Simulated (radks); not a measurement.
Excited configurations of Ni+: one electron is placed in a higher orbital outside [Ar] 3d8. The ground configuration is [Ar] 3d9. Method: non-relativistic Kohn-Sham, PBE, spin-polarised, spherical densities, point nucleus; open shells are filled with parallel spins first; computed with a radial shooting solver on a logarithmic mesh with Libxc functionals. Excitation = E - E(ground); binding = E(ion) - E, where the ion is the core of charge +2; n* = 2/sqrt(2 binding) in atomic units, and the quantum defect is n - n*.

| outer orbital | excitation (eV) | binding (eV) | n* | quantum defect | eigenvalue (eV) | <r> (bohr) |
|---|---|---|---|---|---|---|
| 4s | 2.141 | 17.555 | 1.761 | 2.239 | -13.599 | 2.544 |
| 4d | 13.572 | 6.124 | 2.981 | 1.019 | -4.459 | 5.385 |
| 5p | 13.940 | 5.756 | 3.075 | 1.925 | -4.523 | 7.013 |
| 5d | 16.015 | 3.681 | 3.845 | 1.155 | -2.835 | 10.24 |
| 5f | 17.286 | 2.410 | 4.752 | 0.248 | -1.870 | 14.79 |
| 6p | 16.292 | 3.405 | 3.998 | 2.002 | -2.743 | 12.17 |
| 6f | 17.973 | 1.723 | 5.620 | 0.380 | -1.373 | 22.25 |
| 7s | 17.093 | 2.603 | 4.572 | 2.428 | -2.123 | 16.63 |
| 7d | 17.975 | 1.721 | 5.623 | 1.377 | -1.403 | 23.93 |
| 7f | 18.404 | 1.292 | 6.489 | 0.511 | -1.052 | 31.01 |

Estimate the row for 6s.

Answer. excitation (eV) 15.647; binding (eV) 4.049; n* 3.666; quantum defect 2.334; eigenvalue (eV) -3.286; <r> (bohr) 10.57. The Delta-SCF ionisation energy is 19.696 eV (NIST Atomic Spectra Database: 18.169 eV, measured). Self-interaction in the functional shifts the binding energies and quantum defects, so they are the method's values and not measured ones. Open shells are spherical and high-spin; term and fine-structure splittings are not resolved.
